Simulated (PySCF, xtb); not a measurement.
C9H12O, SMILES c1cc(ccc1OC)CC. One conformer was computed; it need not be the lowest.

Harmonic wavenumbers (cm⁻¹) from GFN2-xTB run with xtb at its own minimum, in rising order: 39, 70, 119, 191, 204, 232, 249, 344, 378, 383, 425, 501, 532, 611, 680, 726, 804, 823, 844, 862, 902, 921, 997, 1030, 1063, 1067, 1080, 1124, 1135, 1160, 1195, 1217, 1236, 1269, 1283, 1322, 1340, 1403, 1408, 1421, 1473, 1486, 1488, 1494, 1499, 1507, 1584, 1615, 2925, 2940, 2973, 2983, 3025, 3030, 3034, 3039, 3070, 3075, 3098, 3104.

Q: What does B3LYP-D3(BJ)/def2-SVP (PySCF 2.14.0) give at its own minimum? (Estimate from the structure and the level; the computed values follow.)

A: 39, 75, 121, 208, 217, 254, 271, 359, 397, 431, 450, 529, 565, 653, 720, 753, 791, 832, 840, 858, 966, 980, 989, 1024, 1061, 1081, 1098, 1130, 1173, 1187, 1204, 1232, 1263, 1309, 1324, 1350, 1377, 1394, 1458, 1462, 1466, 1467, 1469, 1483, 1484, 1557, 1634, 1680, 2993, 3025, 3031, 3062, 3073, 3109, 3112, 3139, 3166, 3167, 3201, 3214. Paired by order, the mean absolute difference is 36 cm⁻¹ and the zero-point energies are 115.8 and 118.6 kcal/mol.
